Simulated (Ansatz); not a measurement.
LaO2H, relaxed as a singlet with RKS r2SCAN-D4/def2-TZVP in Ansatz, starting from the GFN1-xTB geometry. Force threshold 0.02 eV/Å.

In the def2 sets La takes a core potential; there is no spin–orbit coupling. The structure holds one bond between oxygen atoms, so isomers without such links may lie far lower. The restricted singlet is unstable towards broken spin symmetry at other levels; at r2SCAN-D4/def2-TZVP this wasn't settled. Another isomer (singlet) lies 1.26 eV lower at PBE0-D4/def2-TZVP; other spin states weren't run for this one.

Start:

```xyz
4

La   -0.9099    0.0022   -0.5396
O     0.0920    1.0252    0.3614
O     0.2894   -0.3543    0.5531
H     0.5285   -0.6730   -0.3748
```

Estimate the energy that the relaxation releases and the steps that it takes.

282.4 kcal/mol, in 10 steps; 41 s on 2 threads of Arm Neoverse V2 on a shared host. No frequencies were taken in this run, so the end may be a saddle point.

Does the start keep its bonding and symmetry?

Bonds lost: La1–H4 (atoms count from 1).

Predict the relaxed structure.


Cartesian coordinates in Å:
```
La -1.646 0.234 -0.735
O 0.176 0.956 0.292
O 0.341 -0.504 0.492
H 1.128 -0.686 -0.049
```
Bond lengths: 2 × La–O 2.21 to 2.45 Å; 1 × O–O 1.48 Å; 1 × H–O 0.97 Å.
